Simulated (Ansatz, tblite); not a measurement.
Cost and result up the ladder for `[H]/C=C/c1ccc(/C=C/c2ccc(/C=C/c3ccccc3)cc2)cc1` (44 atoms). Total charge 0; singlet. Geometry: PBE-D4/def2-SVP.

```tsv
atom	x (Å)	y (Å)	z (Å)
H1	-6.575	6.192	-5.523
C2	-5.765	5.527	-5.188
C3	-5.687	5.119	-3.902
C4	-4.673	4.240	-3.306
C5	-3.608	3.667	-4.043
C6	-2.673	2.839	-3.426
C7	-2.744	2.531	-2.041
C8	-1.737	1.654	-1.456
C9	-1.679	1.217	-0.165
C10	-0.673	0.339	0.418
C11	0.441	-0.169	-0.304
C12	1.373	-1.009	0.296
C13	1.254	-1.396	1.658
C14	2.203	-2.273	2.333
C15	3.333	-2.820	1.803
C16	4.285	-3.700	2.480
C17	4.127	-4.141	3.818
C18	5.071	-4.980	4.416
C19	6.203	-5.407	3.698
C20	6.378	-4.983	2.371
C21	5.431	-4.143	1.772
C22	0.144	-0.889	2.378
C23	-0.791	-0.046	1.777
C24	-3.810	3.108	-1.305
C25	-4.745	3.936	-1.923
H26	-5.031	5.222	-5.952
H27	-6.459	5.472	-3.195
H28	-3.514	3.874	-5.119
H29	-1.855	2.405	-4.023
H30	-0.957	1.319	-2.161
H31	-2.467	1.541	0.537
H32	0.577	0.104	-1.361
H33	2.218	-1.378	-0.304
H34	1.953	-2.494	3.385
H35	3.589	-2.591	0.755
H36	3.248	-3.823	4.399
H37	4.925	-5.309	5.456
H38	6.944	-6.068	4.172
H39	7.259	-5.311	1.798
H40	5.572	-3.813	0.730
H41	0.022	-1.171	3.436
H42	-1.642	0.331	2.365
H43	-3.905	2.905	-0.227
H44	-5.563	4.371	-1.326
```

Ansatz on 2 threads of AMD EPYC 7R13 on a shared host and a share (18 GiB) of an NVIDIA H100 80GB HBM3; xTB runs through tblite on one thread. Times are rough, summed over both states, and most runs start from the orbitals of an earlier one. CAM-B3LYP-D4/def2-TZVP serves as the yardstick here, not as an exact answer. The other state is a doublet.

The xTB rows come from tblite. Single mean-field runs in def2-TZVP are fitted with def2-universal-jkfit.

Raw xTB energies of ions are shifted by several eV.

```csv
level,functions,wall time
GFN2-xTB,116,0.13 s
GFN1-xTB,136,0.15 s
PBE-D4/def2-TZVP (with forces),864,15 s
CAM-B3LYP-D4/def2-TZVP,864,17 s
PBE0-D4/def2-TZVP (with forces),864,18 s
```

Estimate what each level gives for the vertical IE (eV).


```tsv
level	vertical IE (eV)	difference from CAM-B3LYP-D4/def2-TZVP (eV)
GFN2-xTB	11.36	4.53
GFN1-xTB	12.34	5.50
PBE-D4/def2-TZVP (with forces)	6.43	-0.40
CAM-B3LYP-D4/def2-TZVP	6.83	0.00
PBE0-D4/def2-TZVP (with forces)	6.63	-0.20
```
